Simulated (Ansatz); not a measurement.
Reaction (formal hydrolysis of the Al–C bond): `C[CH2][Al]([SiH3])[Cl]` + H₂O → `[OH][Al]([SiH3])[Cl]` + `CC`

Isolated molecules relaxed with PBE0-D4/def2-TZVP in Ansatz; ΔE leaves out vibrations. CBS: MP2 limit from def2 TZ/QZ plus the TZ coupled-cluster correction, frozen cores. This one scheme is used for every species. DFT in def2-TZVPP. One conformer a species, not always the lowest.

`C[CH2][Al]([SiH3])[Cl]`:

Z-matrix (Å, degrees):
```
C
C 1 1.528
H 1 1.094 2 111.8
H 1 1.094 2 111.9 3 -120.1
H 1 1.093 2 111.8 3 119.6
Al 2 1.952 1 115.4 3 -60.0
H 2 1.098 1 110.7 3 177.8
H 2 1.097 1 110.8 3 62.3
Cl 6 2.112 2 117.5 1 177.4
Si 6 2.452 2 126.3 1 -1.6
H 10 1.491 6 112.0 2 -22.7
H 10 1.489 6 111.7 2 -144.2
H 10 1.492 6 110.0 2 96.4
```

H₂O:

Cartesian coordinates in Å:
```
O 0.376 0.088 -0.048
H -0.098 -0.664 -0.409
H -0.278 0.576 0.457
```

`[OH][Al]([SiH3])[Cl]`:

Z-matrix (Å, degrees):
```
Si
Al 1 2.433
H 1 1.487 2 111.1
H 1 1.489 2 110.2 3 120.2
H 1 1.489 2 110.4 3 -120.5
Cl 2 2.104 1 122.2 3 -2.6
O 2 1.687 1 119.0 3 177.5
H 7 0.957 2 124.3 1 179.6
```

`CC`:

Z-matrix (Å, degrees):
```
C
C 1 1.519
H 1 1.093 2 111.4
H 1 1.093 2 111.4 3 120.0
H 1 1.093 2 111.4 3 -120.0
H 2 1.093 1 111.4 3 180.0
H 2 1.093 1 111.4 3 -60.0
H 2 1.093 1 111.4 3 60.0
```

```tsv
level	ΔE (kJ/mol)	difference from CCSD(T)/CBS
PBE-D4	-144.5	7.2
ωB97X-V	-155.8	-4.1
ωB97M-V	-153.6	-1.9
B2PLYP	-163.4	-11.7
PBE	-149.2	2.5
CCSD/def2-TZVPP	-157.4	-5.7
HF/def2-QZVPP	-174.1	-22.4
MP2/def2-QZVPP	-155.0	-3.3
HF/CBS(def2)	-174.1	-22.4
MP2/CBS(def2)	-153.6	-1.9
CCSD(T)/CBS	-151.7	0
```

Largest T1 diagnostic among the species: 0.012.

The D4 term adds +7.3 kJ/mol with B3LYP and +4.5 kJ/mol with PBE0; it sums over pairs of atoms, weighted by their polarisabilities, and B3LYP, whose exchange is more repulsive, gets the larger term. In def2-TZVPP, CCSD(T) changes the Hartree–Fock value by +19.2 kJ/mol (the triples alone add +2.7 kJ/mol) and MP2 by +17.3 kJ/mol.

B3LYP here is the variant with VWN-RPA as its local correlation; programs differ in this.
